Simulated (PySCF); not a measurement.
C4H6F2. Atoms are numbered in the order given.

```xyz
12

C      1.6320     0.7365    -0.2644
C      0.3245     0.6745    -0.0066
C     -0.6166     1.8346    -0.0824
C     -0.3090    -0.6254     0.4050
F     -1.3578    -0.9053    -0.4114
F      0.5544    -1.6579     0.3339
H      2.1037     1.6795    -0.5527
H      2.2626    -0.1519    -0.1961
H     -1.3972     1.6479    -0.8365
H     -0.0873     2.7603    -0.3440
H     -1.1344     1.9921     0.8789
H     -0.7021    -0.5807     1.4389
```
Charge 0, spin multiplicity 1.

Geometry optimised at PBE0-D3(BJ)/def2-SVP. The values are those of a single conformer.

Method: PySCF with PBE0/pcSseg-1.

GIAO shieldings, no solvent; atoms listed in one row are averaged. δ = σ(ref) − σ: ¹³C against TMS (σ = 186.3 ppm); ¹⁹F against CFCl3 (σ = 167.2 ppm); ¹H against TMS (σ = 31.56 ppm), references at their B3LYP-D3(BJ)/def2-TZVP geometries, non-relativistic.

| nucleus | atoms | count | δ (ppm) |
|---|---|---|---|
| ¹³C | C2 | 1 | 149.7 |
| ¹³C | C1 | 1 | 124.1 |
| ¹³C | C4 | 1 | 119.2 |
| ¹³C | C3 | 1 | 21.7 |
| ¹⁹F | F5 | 1 | -146.3 |
| ¹⁹F | F6 | 1 | -157.7 |
| ¹H | H12 | 1 | 6.16 |
| ¹H | H8 | 1 | 6.07 |
| ¹H | H7 | 1 | 5.76 |
| ¹H | H9, H10, H11 | 3 | 2.18 |
